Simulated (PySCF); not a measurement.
BeCl2, SMILES [Cl][Be][Cl].

Geometry optimised at B3LYP-D3(BJ)/def2-TZVP. The isomer is the one that the SMILES or the coordinates give; other isomers of the formula were not compared.

All values below come from TDA-CAM-B3LYP/def2-TZVPD (PySCF).

Vertical excitations; the highest root listed may be one member of a degenerate set.  State labels are in the subgroup D2h.

Computed UV-visible absorptions:
```
state  symmetry  energy (eV)  λ (nm)      f                                     main pairs
-----  --------  -----------  ------  -----  ---------------------------------------------
S1          B2g         7.74     160  0.000                   HOMO−1→LUMO (degenerate set)
S2          B3g         7.74     160  0.000                     HOMO→LUMO (degenerate set)
S3           Au         7.82     158  0.000           HOMO−1→LUMO+1 43 %, HOMO→LUMO+2 43 %
S4           Au         7.88     157  0.000    HOMO→LUMO+2, HOMO−1→LUMO+1 (degenerate set)
S5          B1u         7.88     157  0.000    HOMO→LUMO+1, HOMO−1→LUMO+2 (degenerate set)
S6          B1g         8.36     148  0.000         HOMO−2→LUMO+1 43 %, HOMO−3→LUMO+2 43 %
S7          B3u         8.40     148  0.181                   HOMO−2→LUMO (degenerate set)
S8          B2u         8.40     148  0.181                   HOMO−3→LUMO (degenerate set)
S9          B1g         8.46     147  0.000  HOMO−3→LUMO+2, HOMO−2→LUMO+1 (degenerate set)
S10          Ag         8.46     147  0.000  HOMO−3→LUMO+1, HOMO−2→LUMO+2 (degenerate set)
T1          B1u         7.39     168      0           HOMO→LUMO+1 42 %, HOMO−1→LUMO+2 42 %
T2          B2g         7.50     165      0                   HOMO−1→LUMO (degenerate set)
T3          B3g         7.50     165      0                     HOMO→LUMO (degenerate set)
T4           Au         7.58     164      0           HOMO−1→LUMO+1 42 %, HOMO→LUMO+2 42 %
```
Triplets are in the Tamm–Dancoff approximation.
